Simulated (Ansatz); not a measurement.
Ansatz (a quantum-chemistry and plane-wave program) input (PBE0/6-31G):

Ansatz 0.2 input:
```yaml
crystal:
  periodic: [false, false, false]
  atoms:
    - {symbol: Ga, position_ang: [-0.00000000, -0.00000000, -0.79294171]}
    - {symbol: Cl, position_ang: [0.00000000, 0.00000000, 1.44595253]}
basis:
  gaussian:
    orbitals: 6-31G
hamiltonian:
  xc: {name: PBE0}
output: {forces: true}
magnetization: {spin_polarized: false}
```

Output:

```
Functional definition: PBE0
integrals: 0.01 GiB planned
395 factors; integrals over basis functions are off by at most 2.1e-4 eV
mean field: 0.10 GiB planned
mean field evaluation 1: about -64880.1149 eV, gradient 1.7e1 eV
mean field evaluation 2: about -64878.4169 eV, gradient 2.9e1 eV
mean field evaluation 4: about -64881.1098 eV, gradient 4.7e-1 eV
mean field evaluation 8: about -64881.1110 eV, gradient 1.3e-3 eV
mean field -64881.11097091 eV, -2384.3368501845 hartree, gradient 2.2e-5 eV, S^2 0.000000; 0 other end points of the search recorded, 0 dependent functions left out
the calculation of the forces begins
reference -64881.11099546 eV, -2384.3368510867 hartree; 24, 24 occupied and 18, 18 virtual orbitals, 395 factors
Total energy: -64881.11099546 eV, -2384.3368510867 hartree
Atom 0 at    -0.000000    -0.000000    -0.792942 Å, force    -0.000000     0.000000    -0.763116 eV/Å
Atom 1 at     0.000000     0.000000     1.445953 Å, force     0.000000    -0.000000     0.763116 eV/Å
Dipole moment:    -0.000000     0.000000    -0.656143 e Å
```
